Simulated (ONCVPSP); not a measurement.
# Tc (Z = 43), ONCV: configuration errors across variants

```json
{
  "Element": "Tc (Z = 43)",
  "Generator": "ONCVPSP 4.0.1",
  "Type": "optimised norm-conserving Vanderbilt (ONCV)",
  "Functional": "LDA (Perdew-Wang 92)",
  "Relativity": "scalar-relativistic",
  "Frozen core": "[Ar] 3d10",
  "Valence charge": "15",
  "Reference configuration": "4s2 4p6 4d5 5s1 5p1",
  "Partial waves": "4s+5s: rc 1.65 bohr, ncon 5, nbas 8, qcut 6.5 1/bohr, 2 projectors; 4p+5p: rc 2.00 bohr, ncon 4, nbas 7, qcut 5.6 1/bohr, 2 projectors; 4d: rc 2.10 bohr, ncon 3, nbas 7, qcut 7.3 1/bohr, 2 projectors, debl 2.1 Ha",
  "Local potential": "polynomial inside 1.50 bohr (lpopt 5, dvloc0 6 Ha)",
  "Core correction": "none"
}
```

All-electron excitation energies from the reference (eV): (1) 4s2 4p6 4d5 5s2 5p0 -3.837; (2) 4s2 4p6 4d5 5s1 5p0 4.587; (3) 4s2 4p6 4d5 5s0 5p0 19.782; (4) 4s1 4p6 4d5 5s2 5p0 76.137.

1 further variants failed, have other tests or too few solved ones, and are left out.

A true bound ghost makes a file unfit for plane-wave use even where its test errors are small: the radial tests pick states by their node count and pass the ghost by.

Errors AE − PS in meV (a dash: test not solved or not reliable):

```json
{"change": "base", "(1)": "+0.3", "(2)": "-0.9", "(3)": "-3.3", "(4)": "-118", "bound ghosts": "none", "GHOST(+) flags above zero": "s"}
{"change": "s: qcut 4", "(1)": "0.0", "(2)": "-0.8", "(3)": "-4.3", "(4)": "-224", "bound ghosts": "none", "GHOST(+) flags above zero": "none"}
{"change": "s: qcut 4.7", "(1)": "+0.1", "(2)": "-0.8", "(3)": "-4.0", "(4)": "-198", "bound ghosts": "none", "GHOST(+) flags above zero": "none"}
{"change": "s: qcut 5.3", "(1)": "+0.2", "(2)": "-0.9", "(3)": "-3.8", "(4)": "-168", "bound ghosts": "none", "GHOST(+) flags above zero": "none"}
{"change": "s: qcut 5.9", "(1)": "+0.3", "(2)": "-0.9", "(3)": "-3.5", "(4)": "-141", "bound ghosts": "none", "GHOST(+) flags above zero": "none"}
{"change": "s: qcut 6.6", "(1)": "+0.3", "(2)": "-0.9", "(3)": "-3.2", "(4)": "-115", "bound ghosts": "none", "GHOST(+) flags above zero": "s"}
{"change": "s: qcut 7.3", "(1)": "+0.4", "(2)": "-0.9", "(3)": "-3.0", "(4)": "-93", "bound ghosts": "none", "GHOST(+) flags above zero": "s"}
{"change": "s: qcut 8.5", "(1)": "+0.4", "(2)": "-0.9", "(3)": "-2.7", "(4)": "-68", "bound ghosts": "s", "GHOST(+) flags above zero": "none"}
{"change": "s: qcut 9.3", "(1)": "+0.4", "(2)": "-0.9", "(3)": "-2.6", "(4)": "-56", "bound ghosts": "s", "GHOST(+) flags above zero": "none"}
```

**Question.** Give the same row for: s: qcut 7.9.

**Answer.** +0.4, -0.9, -2.9, -79; bound ghosts: s; GHOST(+) flags above zero: none.
